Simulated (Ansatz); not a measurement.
Reactions of CH₅FOSSi (`OC(S)[SiH2]F`).

Program: Ansatz. Geometries: PBE0-D4/def2-TZVP. ΔE: electronic, gas phase. CCSD(T)/CBS adds triple-zeta CCSD(T) − MP2 to the extrapolated MP2 energy (def2 sets, frozen cores). This one scheme is used for every species, atoms too. Functionals use def2-TZVPP. Open shells (•) are unrestricted, without spin–orbit coupling. Spin–orbit coupling would lower the free atoms: a little for C, F, O, S, Si. Elements past krypton have def2 core potentials. For Te outer-core shells are correlated without core-valence functions, so the limit isn't a true one: a few kJ/mol of doubt a bond, and 10 to 20 or more in all where bonds break to atoms. One conformer a species, not always the lowest.

```tsv
reaction	PBE-D4 (kcal/mol)	MP2/CBS(def2) (kcal/mol)	PBE0-D4 (kcal/mol)	CCSD(T)/CBS(def2) (kcal/mol)
`OC(S)[SiH2]F` → C• + F• + 5 H• + O• + S• + Si•	852.2	859.0	833.8	841.5
`OC(S)[SiH2]F` + H₂Te → `F[SiH2][TeH]` + `OCS`	-13.6	-15.4	-14.1	-14.0
`OC(S)[SiH2]F` + `S[SiH2]Cl` → `F[SiH2]S[SiH2]Cl` + `OCS`	-15.5	-17.3	-16.4	-16.2
`OC(S)[SiH2]F` → `OCS` + `F[SiH]`	49.2	53.8	51.7	49.4
```

Largest T1 diagnostic: 0.015, for `F[SiH]`.
